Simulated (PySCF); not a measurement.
## Excitation energy of C by level of theory

C [He] 2s2 2p2 (3P) → C [He] 2s1 2p2 3s1 (5P), as a difference of total energies. All numbers are calculated (PySCF 2.14, no relativity, point nucleus, in dyall-acv3z (15s9p4d2f, 76 functions)). Correlated levels: valence: 1s2 frozen; virtual orbitals above 40 to 60 times the deepest correlated orbital energy dropped. The calculations carry no spin-orbit coupling.

| method | excitation energy (eV) |
| --- | --- |
| UHF | 10.957 |
| MP2 (valence) | 12.417 |
| SCS-MP2 (valence) | 12.777 |
| CCSD (valence) | 12.801 |
| CCSD(T) (valence) | 12.857 |

Question: How much does correlation contribute at CCSD(T) (valence)?

Answer: 12.857 − (10.957) = 1.900 eV, measured against UHF.

The upper state lies above the first ionisation limit, but in LS coupling its spin forbids autoionisation to the ground ion. A Rydberg-like electron needs more diffuse functions than a valence basis has.

The promoted electron is Rydberg-like, and one or two diffuse shells describe it only roughly, which tends to raise the upper state.
